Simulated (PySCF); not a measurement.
GeHCl3, SMILES [Cl][GeH]([Cl])[Cl].

The structure is a stationary point at r2SCAN-D4/def2-SVP. The isomer is the one that the SMILES or the coordinates give; other isomers of the formula were not compared.

Method: PBE/def2-TZVP in PySCF.

Gas-phase values at a fixed geometry.

Computed frontier levels, gap, dipole moment and polarisability:
```json
{
 "highest_occupied_level": "-7.94 eV",
 "lowest_empty_level": "-2.55 eV",
 "orbital_gap": "5.39 eV",
 "dipole_moment": "0.292 e·Å",
 "quadrupole, principal values (traceless, Buckingham form, about the centre of nuclear charge)": "-1.66, -1.66, 3.32 D·Å",
 "mean_static_polarisability": "65.1 bohr³ (9.65 Å³)",
 "polarisability_principal_values": "53.4, 70.9, 70.9 bohr³"
}
```
